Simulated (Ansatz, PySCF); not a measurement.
System: BBr2, charge 0, doublet. BBr2 (SMILES [B](Br)Br, doublet).
B3LYP-D3(BJ)/def2-TZVP minimum from Ansatz (a program for electronic structure):
```
B
Br 1 1.8889
Br 1 1.8889 2 126.56
```
Charge 0, spin multiplicity 2.

Atomisation energy term by term, kcal/mol (programs: Ansatz). Radicals and triplets start from unrestricted determinants; spin-orbit coupling is neglected. Correlated methods leave the cores frozen (noble-gas shells, and filled d and f shells in the p block). No relativity. CBS(X,Y): correlation extrapolated as X^-3, Hartree-Fock from the larger set (Q,5: extrapolated as (X+1)exp(-9√X)). A bracket is a step between two methods taken in the basis named. Where a partner has so few electrons that a lower coupled-cluster level is exact, that level stands in. Spin-orbit terms, left out, reach several kcal/mol for Br and I, and more for heavier atoms.

```tsv
term	basis	kcal/mol
Hartree-Fock	CBS(cc-pVQZ,cc-pV5Z)	127.06
CCSD correlation	CBS(cc-pVQZ,cc-pV5Z)	38.38
(T)	CBS(cc-pVQZ,cc-pV5Z)	6.70
CCSDT(Q) - CCSD(T)	cc-pVTZ	0.30
minus zero-point energy	harmonic, PySCF's Hessian at B3LYP-D3(BJ)/def2-TZVP	-2.22
sum: D0		170.2
```

The step beyond CCSD(T) by other levels: CCSDT(Q) in cc-pVDZ 0.44 kcal/mol.
